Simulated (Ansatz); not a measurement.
Species: CH$_{3}$ClO$_{2}$Si, SMILES `O=C(O)[SiH2]Cl` (Si–C–O–H torsion -180°, O–C–Si–Cl torsion 179°) (charge 0, multiplicity 1).

Q: Give a relaxed geometry from PBE0-D4/def2-TZVP run with Ansatz (a program for electronic structure).

A: One answer among several that fit: the end point of this relaxation, one of several conformers (outside a Z-matrix the atoms follow the SMILES, hydrogens last).
Bonds (Å): O1–C2 1.203, C2–O3 1.336, C2–Si4 1.914, O3–H6 0.972, Si4–Cl5 2.044, Si4–H7 1.477, Si4–H8 1.478. Angles (°): O1–C2–O3 123.5, O1–C2–Si4 118.9, O3–C2–Si4 117.6, C2–O3–H6 107.3, C2–Si4–Cl5 112.8, C2–Si4–H7 106.7, C2–Si4–H8 106.7, Cl5–Si4–H7 109.5, Cl5–Si4–H8 109.5, H7–Si4–H8 111.7.
